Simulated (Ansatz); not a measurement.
`N[SiH2]C[Si](N)(F)F` at its PBE0-D4/def2-TZVP geometry, where that method's forces vanish. The species carries charge 0 and has multiplicity 1.

| atom | x (Å) | y (Å) | z (Å) |
| --- | --- | --- | --- |
| N1 | 1.067 | -1.522 | 0.036 |
| Si2 | 1.658 | 0.105 | -0.007 |
| C3 | 0.254 | 1.243 | 0.491 |
| Si4 | -1.405 | 0.465 | 0.312 |
| N5 | -1.667 | -0.259 | -1.188 |
| F6 | -1.553 | -0.543 | 1.549 |
| F7 | -2.579 | 1.523 | 0.506 |
| H8 | 1.630 | -2.248 | -0.382 |
| H9 | 0.651 | -1.861 | 0.892 |
| H10 | 2.834 | 0.370 | 0.873 |
| H11 | 2.080 | 0.348 | -1.411 |
| H12 | 0.386 | 1.559 | 1.530 |
| H13 | 0.295 | 2.141 | -0.133 |
| H14 | -2.584 | -0.303 | -1.599 |
| H15 | -1.068 | -1.019 | -1.469 |

Q: For each bond, give half the difference of the two atoms' forces along it (eV/Å; positive pushes the atoms apart) under PBE-D4, r2SCAN-D4, B3LYP-D4, ωB97M-V in def2-TZVPP. (An estimate is asked.)

A: Ansatz gave: 
| bond | length (Å) | PBE-D4 | r2SCAN-D4 | B3LYP-D4 | ωB97M-V |
| --- | --- | --- | --- | --- | --- |
| N1–Si2 | 1.732 | 0.10 | 0.01 | 0.13 | 0.12 |
| N1–H8 | 1.009 | 0.19 | 0.02 | -0.02 | -0.02 |
| N1–H9 | 1.010 | 0.20 | 0.02 | -0.02 | -0.02 |
| Si2–C3 | 1.874 | -0.02 | 0.00 | 0.11 | 0.02 |
| Si2–H10 | 1.493 | 0.03 | -0.02 | -0.14 | -0.14 |
| Si2–H11 | 1.486 | 0.05 | -0.02 | -0.13 | -0.14 |
| C3–Si4 | 1.841 | -0.13 | -0.04 | 0.00 | -0.08 |
| C3–H12 | 1.094 | 0.10 | 0.00 | -0.06 | -0.05 |
| C3–H13 | 1.094 | 0.10 | 0.00 | -0.07 | -0.04 |
| Si4–N5 | 1.687 | -0.02 | 0.00 | 0.04 | 0.04 |
| Si4–F6 | 1.602 | 0.44 | 0.04 | 0.15 | 0.12 |
| Si4–F7 | 1.592 | 0.46 | 0.04 | 0.10 | 0.13 |
| N5–H14 | 1.006 | 0.17 | 0.02 | -0.01 | -0.02 |
| N5–H15 | 1.008 | 0.17 | 0.00 | -0.05 | -0.04 |

B3LYP here is the variant with VWN-RPA as its local correlation; programs differ in this.
